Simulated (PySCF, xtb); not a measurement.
Si(OMe)4 (C4H12O4Si), SMILES CO[Si](OC)(OC)OC.

GFN2-xTB (xtb) at its own geometry gives an orbital gap of 9.16 eV and a dipole moment of 0.02 D.

Geometry optimised at PBE0-D3(BJ)/def2-SVP. The isomer is the one that the SMILES or the coordinates give; other isomers of the formula were not compared. One conformer was computed; it need not be the lowest.

**Question.** What does HF/def2-SVP (PySCF) give? (The exact figures need the calculation; the answer reports its results.)

**Answer.** gap 16.85 eV (levels -12.06 and 4.79 eV), dipole 0.00 D.
